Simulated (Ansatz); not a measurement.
`C#C[Si](F)(F)C#C` + `F[SiH2]Cl` → `C#C[Si](F)(F)Cl` + `C#C[SiH2]F`  (redistribution)

Isolated molecules relaxed with PBE0-D4/def2-TZVP in Ansatz; ΔE leaves out vibrations. CBS: MP2 limit from def2 TZ/QZ plus the TZ coupled-cluster correction, frozen cores. This one scheme is used for every species. Functionals use def2-TZVPP.

| level | ΔE (kJ/mol) | difference from CCSD(T)/CBS |
| --- | --- | --- |
| B2PLYP | 4.8 | 0.3 |
| r2SCANh | 3.4 | -1.1 |
| BHLYP | 5.0 | 0.5 |
| CAM-B3LYP | 4.6 | 0.1 |
| LC-ωPBE | 3.5 | -1.0 |
| MP2/def2-SVP | 3.3 | -1.2 |
| CCSD(T)/def2-TZVPP | 4.4 | -0.1 |
| HF/def2-QZVPP | 5.5 | 1.0 |
| SCS-MP2/def2-QZVPP | 4.9 | 0.4 |
| HF/CBS(def2) | 5.5 | 1.0 |
| CCSD(T)/CBS | 4.5 | 0 |

Largest T1 diagnostic among the species: 0.013.

Leaving LDA and LC-ωPBE aside and taking each functional with its dispersion term where it has one, the values, not all of them listed here, spread over 1.8 kJ/mol, from B97M-V to B2PLYP.
